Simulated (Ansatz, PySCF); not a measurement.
Pair of molecules: HF (SMILES F) (first 2 atoms) with H2S (SMILES S); geometry from B3LYP-D3(BJ)/def2-TZVP, rigid monomers moved along the line of their centres of mass till H2···S3 is 2.02 Å.
(charge 0, multiplicity 1):
```xyz
5

F      0.004    -0.141    -0.343
H      0.128    -0.354     0.563
S      0.283    -0.666     2.551
H     -1.027    -0.463     2.769
H      0.592     0.614     2.815
```

Interaction energies are E(AB) − E(A) − E(B) at the monomers' geometry in the complex; basis-set methods are counterpoise corrected. Rows marked so take none.

Correlated levels freeze the cores. Rows in 3-21G carry no dispersion term and start afresh at each structure.

Run with Ansatz (Gaussian orbitals); PySCF for 3-21G rows, the dispersion terms. 

Problem. One of these levels gives -204.8 meV for the interaction energy. Which one is it?
A) B3LYP/3-21G (no counterpoise)
B) wB97X-V/def2-TZVPPD
C) CCSD/aug-cc-pV(T+d)Z
D) B3LYP-D3(BJ)/def2-TZVPPD

Solution. B, wB97X-V/def2-TZVPPD. The others give -164.0 (B3LYP/3-21G (no counterpoise)), -228.0 (B3LYP-D3(BJ)/def2-TZVPPD), -135.7 (CCSD/aug-cc-pV(T+d)Z)

Ansatz is a quantum-chemistry and plane-wave program.
